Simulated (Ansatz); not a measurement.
BGeH5O (`[BH2][GeH2][OH]`), one more setting.

```yaml
crystal:
  periodic: [false, false, false]
  atoms:
    - {symbol: B, position_ang: [-1.134121, 0.674947, -0.808128]}
    - {symbol: Ge, position_ang: [0.537483, 0.067198, 0.210213]}
    - {symbol: O, position_ang: [0.278784, -1.621944, 0.747033]}
    - {symbol: H, position_ang: [-2.065375, -0.053110, -0.965532]}
    - {symbol: H, position_ang: [-1.180121, 1.781537, -1.255947]}
    - {symbol: H, position_ang: [0.818140, 0.946309, 1.454034]}
    - {symbol: H, position_ang: [1.809630, 0.119031, -0.671781]}
    - {symbol: H, position_ang: [1.027781, -1.970968, 1.234208]}
basis:
  gaussian: {orbitals: def2-mTZVP, fitting: {mean_field: def2-universal-jkfit}}
magnetization: {spin_polarized: false, initial_magnetization: 2}
hamiltonian: {xc: {name: B97M-V}, pseudopotentials: {relativity: scalar}}
```

```sh
$ ansatz run in.yaml --threads 2 --pin off --events-out ev --progress --plain --max-ram 4352MiB
```

It prints (some lines left out):

```
Functional definition: B97M-V
508 factors; integrals over basis functions are off by at most 8.8e-1 eV
mean field evaluation 1: about -59770.0084 eV, gradient 6.1e1 eV
mean field evaluation 2: about -59770.0131 eV, gradient 6.1e1 eV
mean field evaluation 4: about -59774.5243 eV, gradient 2.7e1 eV
mean field evaluation 8: about -59777.1916 eV, gradient 3.6e0 eV
mean field evaluation 16: about -59777.2252 eV, gradient 3.7e-2 eV
mean field -59777.22514423 eV, -2196.7725055919 hartree, gradient 1.1e-5 eV, S^2 2.000000; 6 other end points of the search recorded, 0 dependent functions left out
reference -59777.22520975 eV, -2196.7725079997 hartree; 26, 24 occupied and 68, 70 virtual orbitals, 508 factors
Total energy: -59777.22520975 eV, -2196.7725079997 hartree
Relativity: scalar
```

Run time 17 s (2 threads of an Arm Neoverse V1 on a shared host); peak host memory 0.35 GiB.
